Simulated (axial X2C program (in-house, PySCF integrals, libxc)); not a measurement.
Nuclear properties of GaH⁻

Calculated with an axial X2C code built on PySCF integrals: two-component X2C with atomic mean-field Coulomb and Gaunt terms, Gaussian nuclei, basis Ga dyall-acv3z, H dyall-av3z with contracted cores.

R = 1.706 Å (near the PBE0 minimum at charge -1 of the determinant lowest at the starting distance; the state shown can have its own minimum elsewhere).

Determinant lowest in the PBE0 search, Ω = 1/2 (⟨Sz⟩ = -0.50, ⟨Lz⟩ = 1.00 at PBE0), spin on the atoms Ga -0.51, H 0.01:

```tsv
level	Eeff magnitude (GV/cm)	Ws magnitude Ga (kHz)	A∥/gI Ga (MHz)	qzz Ga (a.u.)	A∥/gI H (MHz)	qzz H (a.u.)
PBE0	0.103	0.0847	586	-2.69	6.52	0.07
HF	0.246	0.207	577	-2.94	6.67	0.07
B3LYP	0.0419	0.0332	495	-2.71	4.15	0.07
r2SCAN	0.182	0.152	729	-2.72	5.53	0.06
PBE	0.0768	0.063	560	-2.72	6.24	0.06
```

Determinant 0.03 eV from it at PBE0 and this distance, Ω = 3/2 (⟨Sz⟩ = 0.50, ⟨Lz⟩ = 1.00 at PBE0), spin on the atoms Ga 0.51, H -0.01:

| level | Eeff magnitude (GV/cm) | Ws magnitude Ga (kHz) | A∥/gI Ga (MHz) | qzz Ga (a.u.) | A∥/gI H (MHz) | qzz H (a.u.) |
| --- | --- | --- | --- | --- | --- | --- |
| PBE0 | 0.146 | 0.0402 | 21.4 | -2.77 | -0.252 | 0.07 |
| HF | 0.489 | 0.137 | -52.4 | -3.03 | -0.628 | 0.07 |
| B3LYP | 0.0813 | 0.022 | 51.1 | -2.79 | 0.45 | 0.06 |
| r2SCAN | 0.22 | 0.0612 | -14.7 | -2.80 | 0.0811 | 0.06 |
| PBE | 0.112 | 0.0308 | 29.5 | -2.80 | -0.248 | 0.06 |

Eeff is the effective electric field on the electron electric dipole moment in this Ω state and Ws the scalar–pseudoscalar constant of the nucleus named (defined with the proton number Z and per Ω); A∥ (defined per Ω) follows by multiplying with gI = μI/(I μN); qzz is the electric field gradient, eQq0 = 234.96 MHz × Q/barn × qzz. The operators were transformed with the bare-nucleus X2C matrices; with these basis sets, hyperfine constants and field gradients can be off by tens of per cent, and where levels differ in sign neither size nor sign is settled.

Problem. With gI(69Ga) = 1.3444, Q(69Ga) = 0.171 barn, gI(1H) = 5.5857 (g factors from the IAEA table of nuclear moments by Stone; Q from Pyykkö, Mol. Phys. 2018), turn the PBE0 values of the first state into constants in MHz.

Solution. A∥(69Ga) = 586 × 1.3444 = 788 MHz; eQq0(69Ga) = 234.96 × (0.171) × (-2.69) = -108 MHz; A∥(1H) = 6.52 × 5.5857 = 36.4 MHz.

Each state is one determinant with collinear spin. Unrestricted Hartree–Fock can overshoot spin polarisation at the nuclei. For an anion, determinants above electron detachment, or with a positive highest level, are held by the basis set. Where Eeff spreads by more than a factor of two the levels disagree and none is to be relied on. The search compared states at one distance, so a state with another bond length can lie lower. Further determinants of the search, some of them spin-mixed, are not shown. PBE0 term energies can be off by some tenths of an eV.
